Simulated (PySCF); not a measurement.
Two species compared at the same levels of theory.

First species: C5H8F2O.
SMILES: `CC(F)(F)OC1CC1`

Second species: C5H7FO.
SMILES: `CC/C=C\C(=O)F`

Levels: PBE0/def2-SVPD for dipole moment, HOMO energy, LUMO energy, HOMO–LUMO gap, static isotropic polarisability and electronic spatial extent ⟨r²⟩ about the centre of nuclear charge; TDDFT PBE0/def2-SVPD for lowest singlet excitation; TDA PBE0/def2-SVPD for lowest triplet excitation (Tamm–Dancoff); GFN2-xTB for rotational constant A and rotational constant C. Geometries: GFN2-xTB. All species are isolated and taken at one optimised geometry, non-relativistic unless stated; the electronic structure was computed with PySCF and density fitting.

The conformers computed, where there is a choice (atom-mapped SMILES and torsion angles):
- `[CH3:1][C:2]([F:3])([F:4])[O:5][CH:6]1[CH2:7][CH2:8]1`: C1–C2–O5–C6 -179°, C2–O5–C6–C7 -157°
- `[CH3:1][CH2:2]/[CH:3]=[CH:4]\[C:5](=[O:6])[F:7]`: C1–C2–C3–C4 168°, C3–C4–C5–O6 3°

Which has the higher static isotropic polarisability?

The second: 65.2 au against 64.0 au, a difference of 1.2 au.

Which of the two has the higher ⟨r²⟩, and by how much?

The first: 998 bohr² against 982 bohr², a difference of 16 bohr².

Which has the higher rotational constant A?

The second: 7.522 GHz against 4.103 GHz, a difference of 3.419 GHz.

Which of the two has the higher HOMO–LUMO gap, and by how much?

The first: 9.04 eV against 6.36 eV, a difference of 2.68 eV.

Which has the higher LUMO energy?

The first: 0.87 eV against -1.99 eV, a difference of 2.86 eV.

Which of the two has the higher HOMO energy, and by how much?

The first: -8.17 eV against -8.35 eV, a difference of 0.18 eV.

Which of the two has the higher dipole moment, and by how much?

The second: 3.73 D against 1.26 D, a difference of 2.47 D.

Which has the higher S1 energy?

The first: 7.90 eV against 4.96 eV, a difference of 2.94 eV.

On the first: No computed singlet falls in the visible range (750 to 380 nm, 1.65 to 3.26 eV); S1 lies 4.64 eV above its blue end. The dipole matches unit charges of opposite sign 0.26 Å apart (1 e·Å = 4.8032 D).

On the second: S1 lies 1.40 eV below the HOMO–LUMO gap; its leading configuration is HOMO−1→LUMO, weight 0.93.
